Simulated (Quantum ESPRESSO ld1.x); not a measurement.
Values are calculated unless marked as measured or tabulated.
Question: Species: Gd3+. Configuration: [Xe] 4f7. Code: ld1.x of Quantum ESPRESSO 7.5. Model: Dirac Kohn-Sham, rPW86 exchange with PBE correlation, spin-unpolarised, spherical densities, point nucleus; open shells fill j = l - 1/2 first. Some entries of the table are withheld. Estimate them.

orbital,occ.,eigenvalue (eV),r(max) (bohr),<r> (bohr)
1s1/2,2,-50093.3,0.01391,0.02190
2s1/2,2,-8285.93,0.07913,0.09271
2p1/2,2,-7867.00,0.05982,0.07745
2p3/2,4,-7170.79,0.06563,0.08429
3s1/2,2,-1856.58,(1),0.2438
3p1/2,2,-1675.21,0.2116,0.2335
3p3/2,4,-1532.38,0.2238,0.2465
3d3/2,4,(2),0.1782,0.2187
3d5/2,6,(3),0.1816,0.2228
4s1/2,2,-394.244,0.5161,0.5528
4p1/2,2,-323.613,0.5207,0.5649
4p3/2,4,-291.996,0.5465,0.5941
4d3/2,4,-175.802,0.5546,0.6303
4d5/2,6,-170.089,0.5629,0.6406
5s1/2,2,-74.3644,1.196,1.326
5p1/2,2,-54.8049,(4),1.475
5p3/2,4,-50.3611,(5),1.560
4f5/2,6,-33.8061,0.5655,0.8485
4f7/2,1,-33.0490,0.5702,0.8596

Answer: 
(1) 3s1/2 r(max) (bohr): 0.2243
(2) 3d3/2 eigenvalue (eV): -1219.94
(3) 3d5/2 eigenvalue (eV): -1188.85
(4) 5p1/2 r(max) (bohr): 1.299
(5) 5p3/2 r(max) (bohr): 1.372
